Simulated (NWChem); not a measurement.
## Extrapolating the UMP2 correlation energy of H$_{3}$BN

SMILES: B[NH]
```xyz
5

B      0.6865    -0.1024     0.0000
N     -0.6301     0.0975     0.0000
H      1.4617     0.8401     0.0000
H      1.1440    -1.2344     0.0000
H     -1.6270     0.2236     0.0000
```
Charge 0, spin multiplicity 2.

The numbers come from NWChem runs, not from measurements. All single points use one geometry, from UB3LYP/def2-SVP, a minimum by its harmonic frequencies. It is one conformer; others weren't searched.

The correlated methods keep 2 core orbitals frozen. The structure started from a generated list of species. The unpaired electrons of the parent sit in orbitals of symmetry a' (Cs labels of the run); other states weren't searched. No SCF solution was tested for a lower state. Open-shell Hartree-Fock references start from PBE0 orbitals; any time given for them includes that run.

Worked example. The UMP2 correlation energy is -226.04 mHa in cc-pVDZ and -282.38 mHa in cc-pVTZ. The form E(X) = E∞ + A/X³ turns the pair into an estimate of the basis-set limit.

E∞ = (3³·(-282.38) − 2³·(-226.04))/(3³ − 2³) = -306.1 mHa. The larger basis holds 92 % of that, at about 4 times the processor time of the smaller one. This is a two-point estimate, and a rough one from so small a pair.
